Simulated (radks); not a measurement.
Values are calculated unless marked as measured or tabulated.
Initial-state core-level shifts of the dysprosium ion Dy2+ when its valence configuration changes from [Xe] 4f10. Code: a radial shooting solver on a logarithmic mesh with Libxc functionals. Model: scalar-relativistic Kohn-Sham, PBEsol, spin-unpolarised, spherical densities, point nucleus. Shifts are changes of the shell-averaged eigenvalues in eV (positive: less bound).

| valence | 1s | 3p | 4d | 5s |
|---|---|---|---|---|
| 4f9.5 6p0.5 | -5.063 | -5.681 | -5.377 | -3.844 |
| 4f9.5 5d0.5 | -3.180 | -3.796 | -3.463 | -1.899 |
| 4f9 5d1 | -6.627 | -7.945 | -7.185 | -3.848 |
| 4f8.5 6p1.5 | -16.380 | -18.530 | -17.283 | -11.844 |
| 4f7.5 6s1 6p1.5 | -27.790 | -31.830 | -29.159 | -18.883 |
| 4f9.5 6s0.5 | -4.408 | -5.037 | -4.726 | -3.182 |
| 4f8 6p2 | -22.534 | -25.586 | -23.688 | -15.923 |
| 4f7.5 6s0.5 6p2 | -28.391 | -32.429 | -29.758 | -19.464 |
| 4f8.5 5d1 6p0.5 | -12.297 | -14.416 | -13.147 | -7.810 |
